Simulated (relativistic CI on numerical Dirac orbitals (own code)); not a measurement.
## What each ingredient does to the levels of V3+

Base calculation: Dirac-Coulomb-Breit CI, KLI orbitals optimised for each configuration, a model potential for QED, valence Slater integrals scaled by 0.85, P86 correlation energy added to each configuration.

Configurations in the expansion (outside the closed core [Ne]): 3s2.3p6.3d2, 3s2.3p6.3d.4s, 3s2.3p6.3d.4p, 3s2.3p5.3d3, 3s2.3p6.3d.4d, 3s2.3p6.3d.5s, 3s2.3p6.4s2, 3s2.3p6.3d.5p, 3s2.3p6.3d.4f, 3s2.3p6.4s.4p, 3s2.3p6.3d.5d, 3s2.3p6.3d.6s, 3s2.3p6.3d.6p, 3s2.3p6.3d.5f, 3s2.3p6.3d.5g, 3s2.3p6.3d.6d, 3s2.3p6.4p2, 3s2.3p6.4s.4d, 3s.3p6.3d3, 3s2.3p6.4p.4d. Double excitations out of closed p, d and f shells are left out; levels of such configurations are missing from the list, as are those of other unlisted configurations, and high levels can miss mixing partners.

Variants: (1) Slater integrals left unscaled; (2) valence Slater integrals scaled by 0.75; (3) QED terms removed. Shifts of the energy above 3s2.3p6.3d2 3F_2, in cm⁻¹, for the lowest level and the first level of each name with at least 55 % of one term (blank where a level changes its place among those of its configuration and J or its character, or is not in the variant):

```csv
Level,Base,Δ(1),Δ(2),Δ(3),Measured
3s2.3p6.3d2 3F_2,0.0,0.0,0.0,0.0,0.0
3s2.3p6.3d2 3F_3,299.6,0.0,+0.2,-1.6,325.4
3s2.3p6.3d2 3F_4,678.3,+1.7,-1.0,-3.6,734.7
3s2.3p6.3d2 1D_2,11177.8,+1749.1,-1189.8,-1.5,10959.3
3s2.3p6.3d2 3P_0,13051.8,+2029.5,-1390.9,-0.6,
3s2.3p6.3d2 3P_1,13157.5,+2028.0,-1389.6,-1.1,13239.2
3s2.3p6.3d2 3P_2,13361.4,+2022.7,-1385.0,-2.5,13458.3
3s2.3p6.3d2 1G_4,18064.4,+3057.0,-2046.6,-2.0,18391.2
3s2.3p6.3d2 1S_0,43939.5,+7777.0,-5186.6,-2.5,42462.1
3s2.3p6.3d.4s 3D_1,100035.7,+1456.2,-960.0,-62.4,96196.1
3s2.3p6.3d.4s 3D_2,100239.9,+1458.7,-962.4,-63.4,96412.1
3s2.3p6.3d.4s 3D_3,100601.8,+1454.8,-959.1,-65.3,96798.0
3s2.3p6.3d.4s 1D_2,103970.9,+2063.0,-1374.5,-63.1,100200.7
3s2.3p6.3d.4p 1D°_2,147730.4,+944.0,-621.7,-20.4,144273.1
3s2.3p6.3d.4p 3D°_1,149092.3,+1245.9,-821.0,-19.1,146117.7
3s2.3p6.3d.4p 3D°_2,149393.7,+1243.3,-818.5,-20.6,146429.3
3s2.3p6.3d.4p 3D°_3,149793.3,+1250.4,-825.4,-22.1,146855.1
3s2.3p6.3d.4p 3F°_2,150183.1,+1423.8,-934.1,-19.1,147135.2
3s2.3p6.3d.4p 3F°_3,150661.2,+1433.1,-941.9,-20.6,147656.5
3s2.3p6.3d.4p 3F°_4,151333.8,+1441.8,-949.6,-23.0,148369.2
3s2.3p6.3d.4p 3P°_1,154280.8,+2085.2,-1380.9,-20.3,151427.0
3s2.3p6.3d.4p 3P°_0,154300.9,+2078.3,-1375.0,-20.2,151449.1
```

For a near-neutral ion this model can misplace configurations by up to about 10,000 cm⁻¹ (more where the count of f electrons changes) and terms by 10 to 25 % of their spread. Rates follow the energies as ν³ (E1, M1) or ν⁵ (E2), so they and the lifetimes can be off by large factors. The fine structure of a lone outer electron comes out too small, for d and f at times inverted, and misplaced configurations move strength between like terms. 62 of the 66 excited levels that our extract of the measured tables holds in this range could be paired (the sources list more); they are missed by 1811 cm⁻¹ on average and 3840 at most, and levels without a partner can miss by more. Some levels of the ground configuration have no partner and can miss by 10 % or more.

Measured levels: Sugar and Corliss, J. Phys. Chem. Ref. Data 7, 1191 (1978).

Ionisation energy from the two ground configurations alone: base 46.85 eV; Slater integrals left unscaled 47.04 eV; valence Slater integrals scaled by 0.75 46.73 eV. The NIST ASD value (measured) is 46.709 eV.
